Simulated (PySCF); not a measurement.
# SiF₂⁺ + 2 HBr → SiBr₂⁺ + 2 HF

Level: PBE0 in the def2-TZVP basis family, all electrons, no relativity, computed in PySCF with density fitting; open shells unrestricted.

```tsv
species	state and structure	ZPE (kJ/mol)	H(298 K) − H(0) (kJ/mol)	S° (J/(mol K))
SiF₂⁺	doublet, C2v, Si–F 1.533 Å (×2); F–Si–F 119.9°	14.1	11.2	261.4
HBr	singlet, C∞v, H–Br 1.421 Å	16.0	8.7	198.5
SiBr₂⁺	doublet, C2v, Si–Br 2.128 Å (×2); Br–Si–Br 123.4°	6.6	13.0	307.3
HF	singlet, C∞v, H–F 0.920 Å	24.9	8.7	173.6
```

Task: Is the gas-phase reaction uphill or downhill in electronic energy at this level, and by how much?

Result: At PBE0/def2-TZVP, ΔE = -51.7 kJ/mol, downhill. 

Task: Add zero-point, thermal and entropy terms for 298.15 K and 1 bar.

Result: ΔZPE = 10.3 and Δ[H(298) − H(0)] = 1.8 kJ/mol give ΔH° = -39.6 kJ/mol. ΔS° = -3.9 J/(mol K), so ΔG° = -39.6 − 298.15 × (-0.0039) = -38 kJ/mol and log₁₀K = 6.7.

Only the bonding shown was studied: isomers, or loss of a ligand pair, can lie lower.
